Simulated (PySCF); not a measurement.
hydroxyl radical (HO), SMILES [OH], multiplicity 2.

Geometry optimised at B3LYP-D3(BJ)/def2-TZVPD.

Computed with B3LYP/def2-TZVPD (PySCF).

The molecule is in vacuum.

```yaml
total_energy: -75.77036 hartree
point_group: C∞v
"α spin, highest occupied and lowest empty level": -9.70 and -0.11 eV
"β spin, highest occupied and lowest empty level": -8.99 and -5.03 eV
dipole_moment: 1.65 D
"⟨S²⟩": 0.753 (pure state 0.75)
```
